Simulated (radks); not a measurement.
Numerical settings for neutral potassium, [Ar] 4s1. All-electron calculation, scalar-relativistic Kohn-Sham, PBEsol, spin-polarised, spherical densities, point nucleus; open shells are filled with parallel spins first. Program: a radial shooting solver on a logarithmic mesh with Libxc functionals. The defaults (mesh step 0.008 in ln r, mesh end at 40 bohr or more with all orbitals vanishing there, Anderson mixing 0.5 over 9 steps, residual threshold near 1e-9 with the energy settled to 1e-9 hartree or 1e-11 of itself, here a cap of 80 iterations) give E = -601.2911 hartree and 4s at -2.543 eV in 15 iterations. Run on one thread of a shared host, so times are rough (Intel(R) Xeon(R) 6975P-C): 0.11 s of CPU time, 0.11 s wall, 15 iterations on 2669 mesh points. Changes against that run (0 stands for a change within the tolerance of the run):

| setting | iterations | converged | E (mhartree) | e(4s) (meV) | CPU (s) |
|---|---|---|---|---|---|
| mesh step in ln r 0.12 | 4 | no | diverged | - | 0.02 |
| mesh step in ln r 0.005 | 15 | yes | 0 | 0 | 0.18 |
| mesh step in ln r 0.2 | 80 | no | -2.72e+06 | -6e+05 | 0.13 |
| mesh end (bohr) 3 | 13 | level above zero | +1.76e+03 | +4.15e+04 | 0.08 |
| mesh end (bohr) 5 | 14 | level above zero | +188 | +6.23e+03 | 0.09 |
| residual threshold 1e-05 | 9 | yes | 0 | +0.0529 | 0.08 |
| residual threshold 0.01 | 9 | yes | 0 | +0.0529 | 0.08 |
| mixing 0.01 | 21 | yes | 0 | 0 | 0.15 |
| linear mixing, mixing 1 | 80 | yes | 0 | 0 | 0.46 |
| linear mixing, mixing 0.5 | 36 | yes | 0 | 0 | 0.21 |
| mixing history 20 | 18 | yes | 0 | 0 | 0.13 |
| iteration cap 3 | 3 | no | +0.303 | +58.4 | 0.03 |

Settled on a wrong energy, with an occupied level pushed above zero by the early mesh end: mesh end (bohr) 3 (+1.76 hartree); mesh end (bohr) 5 (+0.188 hartree). Apart from these: no run marked as converged misses the energy by more than 1 mhartree. A mesh that ends early acts as a hard wall.
